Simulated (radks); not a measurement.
Task: These are the eigenvalues of the occupied orbitals of an atom or ion with whole-number occupations (hartree). Calculated with a radial shooting solver on a logarithmic mesh with Libxc functionals: non-relativistic Kohn-Sham, LDA (Slater exchange, Perdew-Wang correlation), spin-unpolarised, spherical densities, point nucleus.

1s: -114.1370

Which element is it, and in what charge state? The configuration may be excited.

Result: Z = 16, sulfur, charge +14: S14+ in [He]. The 1s level, -114.14 hartree, gives Z - s = 15.1 by -(Z - s)^2/2, which with screening narrows Z to a few neighbours, and the depths must fix Z and the occupations together.
